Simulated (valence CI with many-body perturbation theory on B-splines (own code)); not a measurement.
## Energy levels of Cs³⁴⁺

Method: configuration interaction combined with many-body perturbation theory (CI+MBPT): three valence electrons over a frozen Dirac-Fock core [Ar], a basis of 9 s, 9 p, 10 d, 8 f, 5 g, 3 h, 1 i functions for each j, with the one-electron correlation potential Σ1 (screened to all orders), the two-electron term Σ2, the three-electron term Σ3, Breit, model QED; selected single and double excitations, second order for the rest (own B-spline code, finite nucleus).

The last digits are not significant, and no measured levels were compared; by estimate large intervals hold to a few tenths of a per cent, small ones and those within an open d or f shell to about a per cent. Only levels of the ground parity were solved; by the run's estimate the other parity begins above the list, which can be wrong where configurations are misplaced.

Levels 1 to 19 of 19, with energies above the lowest level, (3d3/2^3) J=3/2. "Leading %" is the weight of the configuration and term that name the level; weights of strongly mixed levels are sums over their largest components and can fall short. In the jj column 3d3/2^4 stands for four electrons in 3d with j = 3/2. Lifetimes count E1, E2, E3, M1 and M2 decay at the calculated energies, and are blank where another channel may lead or the interval is too uncertain; long ones can be off by a factor of two.

```csv
No.,Configuration,Term,J,E (cm⁻¹),Leading %,Second component,Lifetime,Leading jj
1,3d³,⁴F,3/2,0,63,28 % 3d³ ²D,,3d3/2^3 (90 %)
2,3d³,⁴F,5/2,99772,90,10 % 3d³ ²D,33.0 μs,3d3/2^2 3d5/2 (96 %)
3,3d³,⁴P,3/2,143620,42,32 % 3d³ ²P,32.4 μs,3d3/2^2 3d5/2 (92 %)
4,3d³,⁴F,7/2,145330,58,34 % 3d³ ²G,453 μs,3d3/2^2 3d5/2 (82 %)
5,3d³,²G,9/2,158070,43,31 % 3d³ ²H,43.5 ms,3d3/2^2 3d5/2 (92 %)
6,3d³,⁴P,1/2,167340,64,36 % 3d³ ²P,93.8 μs,3d3/2^2 3d5/2 (99 %)
7,3d³,⁴P,5/2,254500,73,18 % 3d³ ²D,59.2 μs,3d3/2^2 3d5/2 (61 %)
8,3d³,²G,7/2,256320,56,40 % 3d³ ⁴F,13.6 μs,3d3/2 3d5/2^2 (88 %)
9,3d³,⁴F,9/2,271820,52,48 % 3d³ ²H,23.6 μs,3d3/2 3d5/2^2 (85 %)
10,3d³,²D,3/2,300780,42,42 % 3d³ ⁴P,8.80 μs,3d3/2 3d5/2^2 (98 %)
11,3d³,²P,1/2,314840,64,36 % 3d³ ⁴P,15.8 μs,3d3/2 3d5/2^2 (99 %)
12,3d³,²H,11/2,327870,100,,50.6 μs,3d3/2 3d5/2^2 (100 %)
13,3d³,²D,5/2,347290,87,8 % 3d³ ⁴F,22.6 μs,3d3/2 3d5/2^2 (66 %)
14,3d³,²F,5/2,365770,66,19 % 3d³ ⁴P,25.7 μs,3d3/2 3d5/2^2 (85 %)
15,3d³,²F,7/2,382660,89,10 % 3d³ ²G,31.6 μs,3d3/2 3d5/2^2 (94 %)
16,3d³,²G,9/2,419830,57,22 % 3d³ ⁴F,9.87 μs,3d5/2^3 (92 %)
17,3d³,²P,3/2,436080,52,35 % 3d³ ²D,10.4 μs,3d5/2^3 (58 %)
18,3d³,²D,3/2,532550,90,7 % 3d³ ²P,9.46 μs,3d3/2 3d5/2^2 (58 %)
19,3d³,²D,5/2,564140,70,21 % 3d³ ²F,5.48 μs,3d5/2^3 (84 %)
```

The ionisation energy to 3d² ³F2 of the next ion comes out as 2230.6 eV (NIST: 2230 ± 5 eV (theoretical)). All 19 levels together are meant to be complete up to 586690 cm⁻¹.
